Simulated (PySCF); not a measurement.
Species: C4H10Ge.
SMILES with atom numbers: `[CH3:1][CH:2]1[CH2:3][GeH2:4][CH2:5]1` (hydrogens: H6, H7, H8 on C1; H9 on C2; H10, H11 on C3; H12, H13 on Ge4; H14, H15 on C5)

A linear-response calculation (PySCF, def2-SVPD basis, gas phase, vertical, core orbitals frozen in the response) gave these numbers; the functional is withheld.

Orbital energies (eV): HOMO-3 -9.00, HOMO-2 -8.65, HOMO-1 -7.56, HOMO -7.51, LUMO 0.11, LUMO+1 0.30, LUMO+2 0.61.

```json
{"state": "S1", "E (eV)": "6.59", "f": "0.014", "main configurations (H = HOMO, L = LUMO)": "H→L (97%)"}
{"state": "S2", "E (eV)": "6.90", "f": "0.0080", "main configurations (H = HOMO, L = LUMO)": "H→L+1 (53%), H-1→L (45%)"}
{"state": "S3", "E (eV)": "6.96", "f": "0.0030", "main configurations (H = HOMO, L = LUMO)": "H-1→L+1 (96%)"}
{"state": "S4", "E (eV)": "6.97", "f": "0.079", "main configurations (H = HOMO, L = LUMO)": "H→L+1 (42%), H-1→L (42%), H→L+2 (13%)"}
{"state": "S5", "E (eV)": "7.32", "f": "0.081", "main configurations (H = HOMO, L = LUMO)": "H-1→L+2 (94%)"}
{"state": "S6", "E (eV)": "7.34", "f": "0.125", "main configurations (H = HOMO, L = LUMO)": "H→L+2 (81%), H-1→L (8%)"}
```

Triplets (Tamm–Dancoff): T1 6.06 eV, H-1→L (92%); T2 6.23 eV, H→L (91%); T3 6.73 eV, H→L+1 (94%); T4 6.80 eV, H-1→L+1 (94%).

Vertical ionisation energy by ΔSCF with the same functional: 9.61 eV. Mean static polarisability: 79.2 au.

Question: Name the functional.
A. PBE
B. B3LYP
C. CAM-B3LYP
D. HF

Answer: B. B3LYP is a global hybrid with 20% exact exchange. In this run −ε(HOMO) = 7.51 eV differs from the ΔSCF value by -2.10 eV, and S1 differs from the orbital gap of 7.62 eV by -1.03 eV. The ratio −ε(HOMO)/IP is 0.78. Small neutral molecules mostly give 0.67 to 0.83 with B3LYP, 0.5 to 0.7 with PBE, 0.85 to 0.93 with CAM-B3LYP; with Hartree–Fock the ratio is 1 or more (Koopmans' value less the relaxation energy is the ΔSCF value).

Theory: TDDFT B3LYP/def2-SVPD, vertical, gas phase, core orbitals frozen in the response (PySCF). One conformer (not necessarily the lowest) at the PBE0-D3(BJ)/def2-SVP geometry, without solvent, vibrations or thermal averaging. Relativistic effects, spin–orbit coupling among them, are left out although an element past zinc is present.

Without π bonds the low states are Rydberg-like; a valence basis with one diffuse set may place them up to an eV too high.
